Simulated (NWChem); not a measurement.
## Lowest excitation of H2Ge

```xyz
3

Ge     0.0000     0.0000     0.0664
H     -1.1425     0.0000    -1.0616
H      1.1425     0.0000    -1.0616
```
Charge 0, spin multiplicity 1.

Everything below was run with NWChem. All single points use one geometry, from B3LYP/def2-SVP, a minimum by its harmonic frequencies.

Basis set: def2-SVPD.

The Hamiltonian is non-relativistic. The correlated methods keep 9 core orbitals frozen. B3LYP has NWChem's definition, with VWN1-RPA local correlation. The structure started from a generated list of species. Coupled-cluster values serve here as a point of comparison, not as the truth.

**Question.** Order these methods by the lowest vertical singlet excitation energy they give, lowest first: CIS, TD-PBE, EOM-CCSD.

**Answer.** TD-PBE (2.39 eV), EOM-CCSD (2.53 eV), CIS (2.66 eV)
